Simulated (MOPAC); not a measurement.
MOPAC input (PM3):

```
PM3 FORCE THERMO(298,298) PRECISE LET GEO-OK AUX(PRECISION=9) THREADS=1
C4H10OSe

O    -3.57884704 1   -0.23285204 1    0.72780178 1
C    -3.17688374 1   -0.09469567 1   -0.60818557 1
C    -1.81874826 1   -0.72577042 1   -0.91624471 1
C    -0.68010009 1   -0.00018667 1   -0.21796849 1
C     0.64398940 1   -0.64130142 1   -0.51407274 1
Se    2.02793567 1    0.45798737 1    0.31433026 1
H    -3.59123331 1   -1.16071773 1    0.92780152 1
H    -3.16183851 1    1.00066687 1   -0.74843686 1
H    -3.95260154 1   -0.51155639 1   -1.28003751 1
H    -1.65706053 1   -0.70854846 1   -2.01211347 1
H    -1.81733225 1   -1.79750027 1   -0.63048998 1
H    -0.85037969 1    0.01377031 1    0.87796237 1
H    -0.65391560 1    1.06468958 1   -0.52777877 1
H     0.70711766 1   -1.67876299 1   -0.15645116 1
H     0.88406768 1   -0.64632206 1   -1.59014596 1
H     1.63434086 1    0.26836206 1    1.71940561 1
```

From the output:

```
     H   16   0.004598   0.020593   0.071429   1.592546

          HEAT OF FORMATION =     -57.898013 KCALS/MOLE

          ZERO POINT ENERGY      81.988 KCAL/MOL

           NORMAL COORDINATE ANALYSIS (Total motion = 1 Angstrom)

   Root No.       1         2         3         4         5         6         7         8

                 1 A       2 A       3 A       4 A       5 A       6 A       7 A       8 A

                  54.6      72.3     100.7     124.9     148.2     281.5     293.5     359.7

           1    0.0045   -0.0117   -0.0086   -0.0045    0.0050   -0.0094   -0.0243    0.0168
           2   -0.0216    0.0381   -0.0441   -0.0009   -0.0038    0.0153   -0.0586    0.0220
           3    0.0624    0.0042    0.0417    0.0125   -0.0019   -0.0180    0.0239    0.0056
           4    0.0044   -0.0114   -0.0088   -0.0045    0.0049   -0.0089   -0.0234    0.0177
           5   -0.0139   -0.0012   -0.0058    0.0052   -0.0094   -0.0302   -0.0181    0.0014
           6   -0.0279    0.0030    0.0214   -0.0219    0.0492    0.0044   -0.0018   -0.0348
           7   -0.0037    0.0244   -0.0431   -0.0120    0.0146    0.0182    0.0121   -0.0091
           8   -0.0102   -0.0170    0.0097    0.0090   -0.0149   -0.0356   -0.0268    0.0093
           9   -0.0218   -0.0109    0.0097    0.0006   -0.0119    0.0592    0.0094    0.0360
          10   -0.0371    0.0516    0.0237    0.0376   -0.0210    0.0156    0.0332   -0.0143
          11    0.0087   -0.0305   -0.0318   -0.0004   -0.0280   -0.0187    0.0247   -0.0289
          12   -0.0043   -0.0243   -0.0291   -0.0146   -0.0141    0.0621    0.0327    0.0142
          13   -0.0575   -0.0293    0.0279   -0.0015   -0.0345   -0.0093    0.0185   -0.0182
          14    0.0175    0.0040   -0.0327    0.0162   -0.0210   -0.0061    0.0357   -0.0325
          15    0.0126    0.0092   -0.0317    0.0110   -0.0109    0.0002    0.0184   -0.0149
          16    0.0153   -0.0035    0.0016   -0.0027    0.0053   -0.0004   -0.0020    0.0010
          17    0.0047    0.0017    0.0212   -0.0086    0.0104    0.0151    0.0059    0.0019
          18   -0.0048    0.0041   -0.0036    0.0002   -0.0027   -0.0195   -0.0127    0.0009
          19    0.0507    0.0027   -0.0114    0.0119   -0.0212   -0.0014   -0.0317    0.0427
          20   -0.0542    0.0501   -0.0599   -0.0338    0.0745   -0.1932    0.2653    0.2090
          21    0.1007    0.0020    0.0509    0.0398   -0.0620    0.1187   -0.1868   -0.1044
          22   -0.0514   -0.0274   -0.0065   -0.0242    0.0364   -0.0152   -0.0285   -0.0092
          23    0.0174   -0.0156   -0.0033    0.0311   -0.0672    0.0075   -0.0222    0.0580
          24   -0.0618    0.0076    0.0206   -0.0429    0.0930   -0.0205   -0.0005   -0.0769
          25    0.0628   -0.0264    0.0178    0.0188   -0.0307   -0.0252   -0.0282    0.0294
          26   -0.0400   -0.0034    0.0071   -0.0166    0.0424   -0.0783   -0.0201   -0.0616
          27   -0.0712    0.0079    0.0186   -0.0470    0.1003   -0.0217   -0.0004   -0.0838
          28    0.0008    0.0207   -0.0503   -0.0180    0.0193    0.0156    0.0107   -0.0126
          29   -0.0063   -0.0387    0.0400    0.0182   -0.0231   -0.0531   -0.0711    0.0529
          30   -0.0496    0.0004    0.0782    0.0467   -0.0480    0.0605   -0.0057    0.0784
          31    0.0141    0.0297   -0.1076   -0.0521    0.0508    0.0195    0.0465   -0.0628
          32   -0.0249    0.0035    0.0290    0.0104    0.0051   -0.0544   -0.0356   -0.0061
          33   -0.0039   -0.0225   -0.0315   -0.0179   -0.0093    0.0709    0.0306    0.0241
          34   -0.0406    0.0568    0.0329    0.0457   -0.0238    0.0124    0.0333   -0.0149
          35   -0.0064   -0.0909   -0.0347   -0.0295   -0.0412   -0.0321    0.0264   -0.0416
          36    0.0126   -0.0806   -0.0850   -0.0735    0.0009    0.0750    0.0311    0.0110
          37   -0.0391    0.1278    0.0656    0.0979   -0.0260    0.0097    0.0353   -0.0100
          38    0.0309   -0.0074   -0.0569    0.0097   -0.0235   -0.0277    0.0387   -0.0517
          39   -0.0202   -0.0032    0.0080    0.0071   -0.0186    0.0651    0.0241    0.0311
          40   -0.1004   -0.1006    0.0463   -0.0344   -0.0491   -0.0156    0.0082   -0.0095
          41    0.0164   -0.0259   -0.0432    0.0006   -0.0286    0.0114    0.0462   -0.0301
          42   -0.0097   -0.0047   -0.0126    0.0054   -0.0122   -0.0178    0.0032   -0.0115
          43   -0.0632   -0.0346    0.0307   -0.0040   -0.0363   -0.0087    0.0181   -0.0169
          44    0.0329    0.0673   -0.0391    0.0471   -0.0165    0.0146    0.0568   -0.0396
          45    0.0608    0.0556   -0.0531    0.0315    0.0074   -0.0067    0.0151   -0.0192
          46    0.0136   -0.0099   -0.0023    0.0105    0.0132    0.0025   -0.0018    0.0018
          47   -0.0165   -0.1416   -0.0753    0.2939    0.1951    0.0575   -0.0050    0.0192
          48   -0.0769   -0.0805   -0.0218    0.1349    0.0432   -0.0112    0.0043   -0.0145

   Root No.       9        10        11        12        13        14        15        16

                 9 A      10 A      11 A      12 A      13 A      14 A      15 A      16 A

                 519.6     661.5     723.7     780.4     854.3     896.3     962.1    1009.0

           1   -0.0234    0.0010    0.0047   -0.0069   -0.0123   -0.0036   -0.0118   -0.0297
           2   -0.0426   -0.0027   -0.0013   -0.0033   -0.0040   -0.0017   -0.0022   -0.0030
           3   -0.0039   -0.0009   -0.0010    0.0016    0.0027    0.0101   -0.0012    0.0004
           4   -0.0218    0.0003    0.0016   -0.0016   -0.0011   -0.0012    0.0028    0.0081
           5    0.0691    0.0173    0.0200    0.0089    0.0039    0.0203   -0.0074   -0.0296
           6   -0.0128   -0.0015   -0.0003   -0.0035   -0.0095   -0.0593    0.0089   -0.0031
           7    0.0500    0.0017   -0.0040    0.0174    0.0330   -0.0051    0.0309    0.0325
           8    0.0357    0.0071    0.0048   -0.0006   -0.0027    0.0037    0.0007    0.0251
           9    0.0187    0.0015   -0.0026   -0.0074   -0.0088   -0.0103   -0.0062    0.0115
          10    0.0058   -0.0123   -0.0148    0.0212    0.0007    0.0013   -0.0214   -0.0160
          11   -0.0176   -0.0162   -0.0127   -0.0118   -0.0027   -0.0013    0.0111    0.0060
          12    0.0027   -0.0058   -0.0035   -0.0087    0.0020    0.0345    0.0028   -0.0113
          13   -0.0173    0.0221    0.0075    0.0130   -0.0312    0.0058    0.0233    0.0073
          14   -0.0178   -0.0300   -0.0279   -0.0126    0.0126   -0.0192   -0.0090    0.0030
          15   -0.0296    0.0452    0.0976    0.0181    0.0075   -0.0025   -0.0035    0.0027
          16    0.0011    0.0002   -0.0030   -0.0022    0.0026   -0.0009   -0.0026    0.0005
          17   -0.0020    0.0056    0.0035    0.0004    0.0002    0.0005    0.0001   -0.0002
          18    0.0061   -0.0117   -0.0116   -0.0009   -0.0019    0.0002    0.0017   -0.0008
          19   -0.0650   -0.0085   -0.0069   -0.0120   -0.0079    0.0683   -0.0293    0.0106
          20   -0.0605   -0.0029   -0.0027   -0.0043   -0.0066    0.0003   -0.0049    0.0025
          21   -0.0089   -0.0045   -0.0045    0.0002    0.0058    0.0371   -0.0068    0.0114
          22   -0.0233    0.0002    0.0035   -0.0041   -0.0027    0.0755   -0.0347    0.0154
          23    0.1270    0.0344    0.0375   -0.0054   -0.0362   -0.1642    0.0032   -0.0468
          24   -0.0514   -0.0129   -0.0116    0.0053    0.0166    0.0796   -0.0072    0.0120
          25   -0.0004    0.0083    0.0138   -0.0079   -0.0210   -0.0375    0.0033   -0.0260
          26    0.0254    0.0058    0.0124    0.0218    0.0368    0.2205   -0.0339   -0.0431
          27   -0.0531   -0.0132   -0.0110    0.0076    0.0211    0.0964   -0.0109    0.0011
          28    0.0558    0.0043    0.0035    0.0022    0.0184   -0.0025    0.0304    0.0576
          29   -0.0454    0.0002   -0.0140    0.0429    0.0650    0.0017    0.0903    0.2025
          30   -0.0572   -0.0155   -0.0524    0.1058    0.1153   -0.0143    0.0445   -0.0521
          31    0.1505    0.0201    0.0449   -0.0884   -0.0923   -0.0066   -0.0478    0.0063
          32    0.0633    0.0192    0.0136    0.0206   -0.0007   -0.0605   -0.0098   -0.0590
          33    0.0395    0.0011    0.0121   -0.0639   -0.0606    0.0354   -0.0322    0.0574
          34   -0.0008   -0.0142   -0.0015   -0.0022   -0.0140    0.0073   -0.0156   -0.0001
          35   -0.0495    0.0094   -0.0476    0.0814   -0.0849   -0.0202   -0.0724    0.0499
          36    0.0295    0.0106   -0.0830    0.1460    0.0563   -0.0064   -0.0509   -0.0850
          37   -0.0038   -0.0397    0.0698   -0.1449    0.0069    0.0424    0.0670   -0.0004
          38   -0.0373   -0.0198    0.0278   -0.0129    0.0574   -0.0447    0.0569   -0.0820
          39    0.0103   -0.0152    0.0075   -0.0818   -0.0346    0.0811    0.0120    0.0542
          40   -0.0154   -0.1216    0.1206   -0.0670    0.1019   -0.0324   -0.0139   -0.0265
          41   -0.0249   -0.0195   -0.0516   -0.0540    0.0224    0.0066    0.1209   -0.1076
          42   -0.0213   -0.0382    0.1694    0.0104    0.0673   -0.0429   -0.1280    0.0747
          43   -0.0152   -0.0086    0.0234    0.0069   -0.0150   -0.0005    0.0025    0.0129
          44   -0.0131   -0.0161   -0.1001    0.0671   -0.0788   -0.0098   -0.1089    0.0973
          45   -0.0316    0.2222   -0.0313    0.0540   -0.1001    0.0386    0.1334   -0.0297
          46    0.0016   -0.0103    0.0069    0.0042   -0.0029    0.0009    0.0014    0.0002
          47    0.0182   -0.1411    0.0599    0.0538   -0.0561    0.0170    0.0400   -0.0079
          48   -0.0267    0.3235   -0.1576   -0.1202    0.1232   -0.0324   -0.0904    0.0155

   Root No.      17        18        19        20        21        22        23        24

                17 A      18 A      19 A      20 A      21 A      22 A      23 A      24 A

                1023.8    1096.2    1110.8    1125.4    1128.3    1149.5    1159.3    1182.0

           1   -0.0109   -0.0181   -0.0206   -0.0250   -0.0146    0.0155   -0.0227   -0.0018
           2   -0.0026    0.0023    0.0025    0.0037    0.0008   -0.0011    0.0028   -0.0007
           3    0.0072   -0.0071    0.0010   -0.0017    0.0015    0.0034   -0.0032   -0.0014
           4   -0.0005    0.0035    0.0132    0.0160    0.0102   -0.0057    0.0139   -0.0005
           5   -0.0188   -0.0394    0.0107   -0.0018    0.0129    0.0141    0.0040   -0.0042
           6   -0.0162   -0.0031    0.0094    0.0043    0.0072   -0.0063   -0.0030   -0.0088
           7    0.0021   -0.0148   -0.0137   -0.0113    0.0024   -0.0120    0.0141    0.0087
           8    0.0138    0.0403   -0.0173   -0.0021   -0.0204   -0.0032   -0.0184   -0.0004
           9    0.0224   -0.0024   -0.0237    0.0190   -0.0201    0.0161    0.0225    0.0269
          10   -0.0015    0.0199   -0.0094    0.0287    0.0153    0.0017   -0.0366   -0.0094
          11    0.0022   -0.0199   -0.0115    0.0123   -0.0174   -0.0336   -0.0110   -0.0088
          12   -0.0238    0.0085    0.0263   -0.0178    0.0082   -0.0292   -0.0314   -0.0066
          13    0.0016   -0.0023    0.0169   -0.0149   -0.0216    0.0104    0.0216   -0.0073
          14    0.0058    0.0064   -0.0105   -0.0076    0.0046    0.0262    0.0362   -0.0317
          15    0.0014    0.0122   -0.0005   -0.0099    0.0142    0.0135    0.0016    0.0165
          16   -0.0005   -0.0001    0.0005   -0.0003    0.0002   -0.0001   -0.0002    0.0006
          17   -0.0001    0.0003    0.0002   -0.0002    0.0003   -0.0000   -0.0003    0.0003
          18    0.0002   -0.0000    0.0003   -0.0001    0.0002    0.0006    0.0004    0.0005
          19    0.1199    0.0351    0.0109   -0.0078    0.0007   -0.0252    0.0068    0.0080
          20    0.0192    0.0130    0.0108    0.0079    0.0045   -0.0099    0.0094    0.0004
          21    0.0446    0.0059    0.0073    0.0011    0.0045   -0.0062    0.0028    0.0015
          22    0.2179   -0.0320    0.1567    0.0693    0.1140   -0.0496    0.0618   -0.0406
          23    0.0353   -0.0780    0.1157    0.0144    0.0886   -0.0127   -0.0081   -0.0523
          24    0.0119    0.0105   -0.0157    0.0106   -0.0118   -0.0010    0.0168    0.0109
          25   -0.1810    0.1371    0.0441    0.1428    0.0187   -0.0944    0.1885    0.0381
          26   -0.0705    0.0140   -0.0030    0.0518   -0.0118    0.0005    0.0832    0.0422
```
